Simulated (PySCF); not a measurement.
## Highest orbital energy against ionisation energy along group 15

Calculated with PySCF 2.14, no spin-orbit coupling. Each cell gives −ε(HOMO) / ΔSCF in eV; NIST values include spin-orbit coupling, (s) semi-empirical, (t) theoretical.

```
                                species              UHF              LDA              PBE             PBE0           r2SCAN  NIST (lowest levels)
   N²⁺ (aug-cc-pCVTZ-DK, spin-free X2C)  47.997 / 47.263  38.555 / 47.839  38.812 / 47.993  41.236 / 47.976  39.756 / 48.196            47.445 (s)
   P²⁺ (aug-cc-pCVTZ-DK, spin-free X2C)  29.968 / 29.572  24.793 / 30.192  24.945 / 30.227  26.360 / 30.250  25.398 / 30.363                30.203
Sb²⁺ (aug-cc-pwCVTZ-DK3, spin-free X2C)  24.462 / 24.154  20.609 / 24.953  20.512 / 24.718  21.675 / 24.755  20.886 / 24.873                25.323
Bi²⁺ (aug-cc-pwCVTZ-DK3, spin-free X2C)  23.381 / 23.088  19.772 / 23.937  19.630 / 23.675  20.746 / 23.704  19.976 / 23.770                25.571
```

Q: How far is −ε(HOMO) from ΔSCF on average for each method, and why?

A: UHF 0.43 eV; LDA -5.80 eV; PBE -5.68 eV; PBE0 -4.17 eV; r2SCAN -5.30 eV. Hartree-Fock orbital energies lack relaxation and so exceed the ΔSCF value; semilocal functionals have convex E(N) from self-interaction, so their HOMO lies far too high; exact exchange moves hybrids part of the way back.
